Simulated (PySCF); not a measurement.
HAlClF (SMILES [F][AlH][Cl]), singlet, at a GFN2-xTB geometry (such geometries of metal compounds can be far from the true shape). Base run: PySCF with CCSD(T)/cc-pVDZ.

The PySCF input:
```python
from pyscf import gto, scf, cc

mol = gto.M(
    atom='''
Al   -0.524645    0.166186   -0.424850
H    -1.681842   -0.289788   -1.272256
F    -0.270360    1.792390   -0.515309
Cl    0.643263   -1.058949    0.672534
''',
    basis='cc-pvdz',
    charge=0,
    spin=0,
    verbose=4,
    max_memory=1800,
)

mf = scf.RHF(mol)
mf.kernel()

mycc = cc.CCSD(mf, frozen=11)
mycc.kernel()
et = mycc.ccsd_t()
print('E(CCSD(T)) = %.10f' % (mycc.e_tot + et))
```

The base run was repeated with changes; each row names its change, and settings that it needs were set with it.

```tsv
change	ΔE vs base (mEh)	MP2 correlation (Eh)	CC correlation without the perturbative part (Eh)	basis functions
base	0.000	-0.38269	-0.40377	55
method = ccsd	6.592	-0.38269	-0.40377	55
method = mp2	27.672	-0.38269	-	55
method = cisd	44.517	-	-	55
```
